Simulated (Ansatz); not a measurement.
Consider the formal exchange of groups at a B–C bond: `CBCN` + `CNC1=CB1` → `CBC1=CB1` + `CNCN`.

Gas-phase electronic energies from Ansatz, PBE0-D4/def2-TZVP geometries. CBS: MP2 limit from def2 TZ/QZ plus the TZ coupled-cluster correction, frozen cores. DFT in def2-TZVPP. One conformer a species, not always the lowest.

| level | ΔE (kJ/mol) |
| --- | --- |
| BLYP | 2.7 |
| RPA@PBE/def2-TZVPP | -5.3 |
| CCSD/def2-SVP | -0.1 |
| CCSD/CBS(def2) | -2.9 |

(1) What does CCSD(T)/CBS give? (Estimate.)

Largest T1 diagnostic among the species: 0.012.

## Answers

(1) Computed: -3.5 kJ/mol. The listed levels differ from it by 6.2, -1.8, 3.4, 0.6 kJ/mol.

Leaving LDA and LC-ωPBE aside and taking each functional with its dispersion term where it has one, the values, not all of them listed here, spread over 8.9 kJ/mol, from B97M-V to PBE0-D4. LDA lies +7.4 kJ/mol from PBE without D4.
